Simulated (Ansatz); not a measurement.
Consider the hydrogenolysis of a C–C bond: `CC1(Cl)O[SiH2]1` + H₂ → `ClC1O[SiH2]1` + CH₄.

Calculated with Ansatz (gas phase, PBE0-D4/def2-TZVP geometries, no zero-point term in ΔE). CBS: MP2 limit from def2 TZ/QZ plus the TZ coupled-cluster correction, frozen cores. This one scheme is used for every species. DFT in def2-TZVPP. B3LYP here is the variant with VWN-RPA as its local correlation; programs differ in this.

CCSD(T)/CBS gives -44.6 kJ/mol.

Problem. Another level gave -46.6 kJ/mol. Which?
A. LDA (SPW92)/def2-TZVPP
B. B3LYP/def2-TZVPP
C. B97M-V/def2-TZVPP
D. CCSD(T)/def2-TZVPP

Solution. D. CCSD(T)/def2-TZVPP -46.6, B97M-V -51.5, B3LYP -60.1, LDA (SPW92) -38.7 kJ/mol.

Largest T1 diagnostic among the species: 0.014.

In def2-TZVPP, CCSD(T) changes the Hartree–Fock value by +22.2 kJ/mol (the triples alone add +5.1 kJ/mol) and MP2 by +27.9 kJ/mol. The D4 term adds +10.9 kJ/mol with B3LYP and +5.9 kJ/mol with PBE0; it sums over pairs of atoms, weighted by their polarisabilities, and B3LYP, whose exchange is more repulsive, gets the larger term. Leaving LDA and LC-ωPBE aside and taking each functional with its dispersion term where it has one, the values, not all of them listed here, spread over 13.8 kJ/mol, from B2PLYP to revPBE-D4. LDA lies +12.8 kJ/mol from PBE without D4.

CCSD(T)/CBS has its own doubt, a few kJ/mol and more with outer-core shells, so smaller differences from it don't rank the levels.
